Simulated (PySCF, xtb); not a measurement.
H6N2O2Zr, SMILES [Zr]([OH])([OH])([NH2])[NH2], multiplicity 1.

GFN2-xTB in xtb at its own geometry gives an orbital gap of 3.08 eV and a dipole moment of 0.37 D.

Geometry: PBE0-D3(BJ)/def2-SVP. The spin state was assumed, not searched. The structure was generated by enumeration; whether it is a known compound was not checked. The def2 effective core potentials stand for the cores of Zr; spin–orbit coupling is left out. The values are those of a single conformer.

**Question.** What does PBE/def2-TZVP (PySCF) give? (An estimate is asked for; the answer gives what the named calculation found.)

**Answer.** gap 4.43 eV (levels -5.27 and -0.84 eV), dipole 0.22 D.
